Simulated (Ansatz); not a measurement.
Geometry optimisation, Ansatz 0.2.0, RKS B3LYP-D4/def2-SVP.

Input file:

```yaml
crystal:
  periodic: [false, false, false]
  atoms:
    - { symbol: B, position_ang: [-1.9979, 0.3013, -0.3818] }
    - { symbol: "N", position_ang: [-0.8556, 0.5648, 0.5325] }
    - { symbol: C, position_ang: [0.4348, 0.0419, 0.2837] }
    - { symbol: C, position_ang: [1.5141, 0.3083, 1.1741] }
    - { symbol: C, position_ang: [0.7673, -0.8007, -0.9402] }
    - { symbol: H, position_ang: [-3.095, 0.8332, -0.1224] }
    - { symbol: H, position_ang: [-1.9181, -0.2876, -1.3795] }
    - { symbol: H, position_ang: [-0.9934, 1.1601, 1.3804] }
    - { symbol: H, position_ang: [1.2488, 0.9116, 2.1017] }
    - { symbol: H, position_ang: [2.4466, -0.08, 1.0583] }
    - { symbol: H, position_ang: [1.8162, -1.1223, -0.9361] }
    - { symbol: H, position_ang: [0.143, -1.6914, -0.9024] }
    - { symbol: H, position_ang: [0.5097, -0.1739, -1.8535] }
basis:
  gaussian: { orbitals: def2-SVP }
hamiltonian:
  xc: b3lyp
  dispersion: d4
relax:
  f_tol: 0.02
  max_steps: 50
```

Run as:

```bash
$ ansatz run input.yaml --threads 2 --pin off --max-ram 3072MiB --backend cpu --events-out ev --progress --plain --runs-dir out
```

Problem. Where does it end, and by what steps?

Solution. It converged. After 7 steps the energy has fallen by 0.725 eV; H6 moved furthest, 0.16 Å.

```tsv
step	energy less start (eV)	largest force component (eV/Å)	accepted
0	0.0000	6.634	yes
1	-0.6149	1.554	yes
2	-0.6825	0.667	yes
3	-0.7189	0.154	yes
4	-0.7221	0.084	yes
5	-0.7246	0.064	yes
6	-0.7249	0.036	yes
7	-0.7249	0.003	yes
```

```xyz
13
Properties=species:S:1:pos:R:3
B -1.977 0.347 -0.358
N -0.845 0.518 0.448
C 0.472 0.041 0.292
C 1.416 0.329 1.205
C 0.750 -0.790 -0.928
H -3.004 0.867 0.003
H -1.921 -0.296 -1.373
H -0.953 1.071 1.294
H 1.193 0.936 2.087
H 2.436 -0.037 1.090
H 1.803 -1.102 -0.944
H 0.116 -1.691 -0.950
H 0.535 -0.228 -1.851
```

Run time: 46 s on 2 threads of Arm Neoverse N1, with other jobs on the host, peak memory 0.25 GiB.
